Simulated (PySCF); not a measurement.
C5H9N, SMILES NC[C@H](C)C#C.

The structure is a stationary point at PBE0-D3(BJ)/def2-SVP. The structure was generated by enumeration; whether it is a known compound was not checked. Other conformers were not sampled.

Method: PBE/def2-TZVP run with PySCF.

Gas-phase values at a fixed geometry.

total energy: -250.38145 hartree
highest occupied level: -5.43 eV
lowest empty level: -0.07 eV
orbital gap: 5.36 eV
dipole moment: 0.246 e·Å
quadrupole, principal values (traceless, Buckingham form, about the centre of nuclear charge): -7.05, 2.14, 4.91 D·Å
mean static polarisability: 68.4 bohr³ (10.13 Å³)
polarisability, principal values: 57.4, 63.5, 84.2 bohr³
